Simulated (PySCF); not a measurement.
From one molecule to another.

First species: C₄H₉NSi₂.
InChI=1S/C4H9NSi2/c6-7-5-3-1-2-4-5/h1-4H,7H2,6H3

Second species: C4H11GeN.
Cartesian coordinates in Å at the PBE0-D3(BJ)/def2-SVP level; atoms count from 1:
```xyz
17
C4H11GeN angstrom
C     -2.869    0.569    0.094
C     -2.196   -0.421   -0.491
C     -0.709   -0.619   -0.401
N     -0.013    0.469    0.235
Ge     1.586    0.215    1.102
C      3.011   -0.456   -0.059
H     -2.344    1.307    0.707
H     -3.953    0.661   -0.009
H     -2.732   -1.166   -1.092
H     -0.525   -1.545    0.178
H     -0.335   -0.852   -1.422
H     -0.095    1.339   -0.283
H      1.969    1.587    1.688
H      1.316   -0.810    2.224
H      2.722   -1.419   -0.504
H      3.216    0.257   -0.872
H      3.938   -0.606    0.516
```

Levels: CAM-B3LYP/def2-SVPD for dipole moment, HOMO energy, LUMO energy, HOMO–LUMO gap, static isotropic polarisability and electronic spatial extent ⟨r²⟩ about the centre of nuclear charge; TDDFT CAM-B3LYP/def2-SVPD for lowest singlet excitation; TDA CAM-B3LYP/def2-SVPD for lowest triplet excitation (Tamm–Dancoff); ΔSCF CAM-B3LYP/def2-SVPD for vertical ionisation energy; PBE0-D3(BJ)/def2-SVP for rotational constant A and rotational constant C. Geometries: PBE0-D3(BJ)/def2-SVP. All species are isolated and taken at one optimised geometry, non-relativistic unless stated. Electronic properties by PySCF.

Dipoles, sizes and rotational constants follow the conformer. The torsions of the flexible species, by atom-mapped SMILES:
- `[SiH3:1][SiH2:2][n:3]1[cH:4][cH:5][cH:6][cH:7]1`: Si1–Si2–N3–C4 -130°
- `[CH2:1]=[CH:2][CH2:3][NH:4][GeH2:5][CH3:6]`: C1–C2–C3–N4 -8°, C2–C3–N4–Ge5 153°, C3–N4–Ge5–C6 61°

Values for the first species:

```
Dipole moment                                                     : 1.43 D
HOMO energy                                                       : -7.51 eV
LUMO energy                                                       : 0.76 eV
HOMO–LUMO gap                                                     : 8.27 eV
Lowest singlet excitation                                         : 5.62 eV
Lowest triplet excitation (Tamm–Dancoff)                          : 4.15 eV
Static isotropic polarisability                                   : 109.3 au
Vertical ionisation energy                                        : 8.18 eV
Electronic spatial extent ⟨r²⟩ about the centre of nuclear charge : 1365 bohr²
Rotational constant A                                             : 4.118 GHz
Rotational constant C                                             : 0.876 GHz
```

Question: Estimate the same properties for the second species, and the change in each.

Answer: 
```
                                                         property       first      second  second less first
                                                    dipole moment      1.43 D      1.33 D            -0.10 D
                                                      HOMO energy    -7.51 eV    -7.90 eV           -0.39 eV
                                                      LUMO energy     0.76 eV     1.10 eV           +0.34 eV
                                                    HOMO–LUMO gap     8.27 eV     9.00 eV           +0.73 eV
                                        lowest singlet excitation     5.62 eV     5.90 eV           +0.28 eV
                         lowest triplet excitation (Tamm–Dancoff)     4.15 eV     4.39 eV           +0.24 eV
                                  static isotropic polarisability    109.3 au     89.1 au           -20.2 au
                                       vertical ionisation energy     8.18 eV     8.53 eV           +0.35 eV
electronic spatial extent ⟨r²⟩ about the centre of nuclear charge  1365 bohr²  1290 bohr²          -75 bohr²
                                            rotational constant A   4.118 GHz   6.417 GHz         +2.299 GHz
                                            rotational constant C   0.876 GHz   0.898 GHz         +0.022 GHz
```

On the first: The ΔSCF ionisation energy exceeds −ε(HOMO) by 0.67 eV with CAM-B3LYP. S1 lies 2.65 eV below the HOMO–LUMO gap; its leading configuration is HOMO→LUMO, weight 0.82.

On the second: In wavenumbers S1 is 47600 cm⁻¹ (1 eV = 8065.54 cm⁻¹). Relativistic effects, spin–orbit coupling among them, are left out although an element past zinc is present.
